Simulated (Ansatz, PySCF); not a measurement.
C₃H₄, SMILES C1=CC1.

Coordinates come from a B3LYP-D3(BJ)/def2-TZVP optimisation.

Vertical ionisation energy (IE) and electron affinity (EA) in eV. Rows of orbital energies are one-electron estimates. Where ΔSCF, EOM or ADC give a negative EA the extra electron is unbound and the value depends on the basis.

```json
[
 {"level": "−ε(HOMO), −ε(LUMO), r2SCAN/def2-TZVPD (PySCF)", "IE": "6.28", "EA": "0.71"},
 {"level": "−ε(HOMO), −ε(LUMO), PBE/def2-TZVPD (PySCF)", "IE": "6.12", "EA": "1.02"},
 {"level": "ADC(2)/aug-cc-pVDZ (PySCF)", "IE": "?", "EA": "?"},
 {"level": "ΔSCF, PBE0/def2-TZVPD (Ansatz), final states of multiplicity 2 and 2", "IE": "9.74", "EA": "-1.57"},
 {"level": "ΔSCF, PBE/def2-TZVPD (Ansatz), final states of multiplicity 2 and 2", "IE": "9.73", "EA": "-1.46"}
]
```

Problem. Fill in the missing entries. (An estimate is asked for; the answer gives what the named calculation found.)

Solution. 
- ADC(2)/aug-cc-pVDZ (PySCF), IE: 9.41
- ADC(2)/aug-cc-pVDZ (PySCF), EA: -0.85

Problem. What vertical singlet–triplet gap does ΔSCF give with PBE0/def2-TZVPD (Ansatz, a first-principles code) and with PBE/def2-TZVPD (Ansatz)? (Estimate from the structure and the level; the computed values follow.)

Solution. 4.08 and 4.19 eV (triplet above singlet where positive).

Computed lowest 1s main lines (those of the lightest heavy element) from CVS-ADC(2)-x/aug-cc-pVDZ (PySCF, non-relativistic), with pole strengths:
291.8 eV (1.48), 291.9 eV (1.49), 291.9 eV (1.50).

Problem. Beyond the first one, list the lowest photoelectron lines from ADC(2)/aug-cc-pVDZ (PySCF) with their pole strengths (two spins summed). (The exact figures need the calculation; the answer reports its results.)

Solution. 10.28 eV (1.78), 11.94 eV (1.77), 14.67 eV (1.77), 16.44 eV (1.73), 18.22 eV (1.70).
